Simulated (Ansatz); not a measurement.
Ligand exchange: C2H7BO2 + CH4O3S → CH5BO3 + C2H6O2S

Species: C2H7BO2 `COB(C)O`, singlet; CH4O3S (methanesulfonic acid) `CS(=O)(=O)O`, singlet; CH5BO3 `COB(O)O`, singlet; C2H6O2S (dimethyl sulfone) `CS(C)(=O)=O`, singlet. The partners trade CH3 for OH: B–CH3 and S–OH bonds give way to B–OH and S–CH3.

Shapes, held fixed at every level: PBE0-D4/def2-TZVP. Flexible molecules stand in one conformer, not always the lowest. Programs: Ansatz 0.2.0. The zero-point and thermal change to 298 K, harmonic and unscaled (PBE0-D4/def2-TZVP), is +2.5 kJ/mol.

Estimate ΔH(298 K) of this reaction.

The highest level, CCSD(T)/CBS estimate, gives ΔH(298 K) = -104.1 kJ/mol; the levels span -125.2 to -93.8. The column of differences is taken from that level and isn't an error. No measured value is set beside it here. The CBS estimate extrapolates MP2 from def2-TZVPP and def2-QZVPP and adds CCSD(T) − MP2 in the triple-zeta set, cores frozen. Times are processor times on shared x86 and Arm servers, and rough.

```tsv
level	kind	ΔH(298 K) (kJ/mol)	less CCSD(T)/CBS estimate	CPU time (sum over the molecules)
HF/def2-TZVPP	Hartree–Fock	-114.5	-10.4	–
PBE-D4/def2-TZVPP	GGA	-93.8	+10.3	30 s
B3LYP-D4/def2-TZVPP	global hybrid	-103.3	+0.8	53 s
r2SCAN0-D4/def2-TZVPP	global hybrid	-102.0	+2.1	55 s
wB97X-V/def2-TZVPP	range-separated hybrid	-97.2	+6.9	91 s
B2PLYP/def2-TZVPP	double hybrid	-102.7	+1.4	62 s
CCSD(T)/def2-SVP	coupled cluster or CI	-125.2	-21.1	66 s
CCSD(T)/CBS estimate	coupled cluster or CI	-104.1	0.0	35 min
```
